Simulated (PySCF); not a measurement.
ClGeH₆NSi, SMILES Cl[SiH2][NH][GeH3].

The structure is a stationary point at B3LYP-D3(BJ)/def2-SVP. A frequency run showed that this geometry is not a minimum. This is a generated structure with no PubChem entry under its InChIKey; it may be hypothetical. The values are those of a single conformer.

Computed with PySCF with TDA-PBE/def2-SVPD.

Vertical excitations. Gas-phase values at a fixed geometry. State labels are in the subgroup Cs.

Computed excitation energies, oscillator strengths and character:
| state | symmetry | energy (eV) | λ (nm) | f | main pairs |
|---|---|---|---|---|---|
| S1 | A" | 5.14 | 241 | 0.006 | HOMO→LUMO 98 % |
| S2 | A" | 5.51 | 225 | 0.000 | HOMO→LUMO+1 98 % |
| S3 | A" | 6.13 | 202 | 0.021 | HOMO→LUMO+2 96 % |
| S4 | A" | 6.42 | 193 | 0.000 | HOMO→LUMO+3 97 % |
| S5 | A" | 6.58 | 188 | 0.008 | HOMO−1→LUMO 98 % |
| S6 | A" | 6.68 | 186 | 0.005 | HOMO→LUMO+4 98 % |
| S7 | A' | 6.91 | 179 | 0.055 | HOMO→LUMO+5 90 % |
| S8 | A' | 6.91 | 179 | 0.012 | HOMO−2→LUMO 90 % |
| S9 | A" | 6.91 | 179 | 0.007 | HOMO→LUMO+6 89 % |
| S10 | A" | 6.93 | 179 | 0.005 | HOMO−1→LUMO+1 90 % |
| T1 | A" | 4.92 | 252 | 0 | HOMO→LUMO 98 % |
| T2 | A" | 5.33 | 233 | 0 | HOMO→LUMO+1 98 % |
| T3 | A" | 5.86 | 212 | 0 | HOMO→LUMO+2 98 % |
| T4 | A" | 6.25 | 198 | 0 | HOMO→LUMO+3 97 % |
Triplets are in the Tamm–Dancoff approximation.
